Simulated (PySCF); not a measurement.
**How methods differ on the ionisation energy of Au(77+)**

Au(77+) 1s2 → Au(78+) 1s1 [1s1/2^1, M_J = 1/2], as a difference of total energies. Calculation: PySCF 2.14, in an uncontracted even-tempered set (15 s from 280 bohr⁻², ratio 2.4; 11 p from 360 bohr⁻², ratio 2.4; 3 d from 1100 bohr⁻², ratio 2.6; 3 f from 1700 bohr⁻², ratio 2.6); the two-component X2C-1e Hamiltonian. Correlated levels: nothing frozen; the 24 highest virtual spinors dropped. "Screened" scales the spin-orbit matrix elements by Boettger's factors to mimic the two-electron term; Breit and QED terms are absent.

```
                    method  ionisation energy (eV)
 GHF (screened spin-orbit)                 91760.2
GMP2 (screened spin-orbit)                 91762.3
```

Problem. How much does correlation contribute at GMP2 (screened spin-orbit)?

Solution. 91762.3 − (91760.2) = 2.1 eV, measured against GHF (screened spin-orbit).

For this ion Breit and QED terms and the two-electron picture change, all absent here, outweigh the correlation shift from GHF to GMP2.

For comparison: 91515.8 ± 0.3 eV (theoretical estimate listed by NIST; NIST Atomic Spectra Database, ionization energies).
